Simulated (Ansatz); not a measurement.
Two structures, one formula

The two ends of one reaction step of ZnSiH₅Cl, closed shell (PBE0-D4/def2-TZVP).

A:

```
atom    x (Å)    y (Å)    z (Å)
 Zn1  -0.4718  -0.6348  -1.0173
 Si2   1.1522  -0.7143   0.6777
 Cl3  -1.9305  -0.5838  -2.5540
  H4  -1.4323   2.1475   0.1523
  H5  -1.8586   1.9682  -0.4356
  H6   0.5122  -0.9328   2.0034
  H7   1.9067   0.5672   0.7330
  H8   2.1222  -1.8173   0.4405
```

B:

Zn1  (-0.456, -2.407, -1.721)
Si2  (0.919, 0.133, 0.813)
Cl3  (-2.679, 0.865, -1.316)
H4  (0.484, 0.858, -0.415)
H5  (-1.441, 0.837, -0.979)
H6  (-0.245, -0.591, 1.379)
H7  (1.427, 1.126, 1.792)
H8  (1.991, -0.823, 0.446)
(Å)

Computed with Ansatz 0.2.0 (basis: def2-TZVPP); correlated methods freeze the cores. The 3s and 3p shells of Cu and Zn are frozen; filled d shells are correlated. B3LYP uses VWN-RPA correlation.

Which structure is lower at CCSD(T), and by how much? (An estimate is asked for; the value comes from the calculation.)

The calculation gives: A, by 25.14 kcal/mol (electronic energy, against the other). By their contacts, A is a complex of ZnSiH₃Cl ([SiH3][Zn][Cl]) + H₂ and B is a complex of SiH₄ + HCl + Zn.

All methods give the same order:

| method | E(B) − E(A) (kcal/mol) |
| --- | --- |
| SPW92 | 31.79 |
| PBE-D4 | 27.35 |
| BLYP-D4 | 20.58 |
| r2SCAN-D4 | 34.01 |
| B97M-V | 26.99 |
| PBE0-D4 | 29.22 |
| B3LYP-D4 | 22.73 |
| r2SCAN0-D4 | 33.20 |
| BHLYP-D4 | 24.86 |
| CAM-B3LYP-D4 | 25.85 |
| wB97X-V | 31.57 |
| wB97M-V | 28.45 |
| B2PLYP | 26.11 |
| PBE-QIDH | 32.16 |
| RPA on PBE | 21.28 |
| HF | 24.40 |
| MP2 | 29.42 |
| CCSD | 24.33 |
| CCSD(T) | 25.14 |

The T1 diagnostic stays at or below 0.014.

Labels in which every atom is bracketed show which atoms are joined, not bond orders.

For scale, one of the runs: CCSD(T)/def2-TZVPP, 218 basis functions, launched by `ansatz run in.yaml --threads 4 --pin off --events-out ev --progress --plain --max-ram 9574MiB`. Time: 89 s of wall clock on 4 CPU threads of an Intel Xeon; the host was shared. Peak host memory: 2.9 GiB.
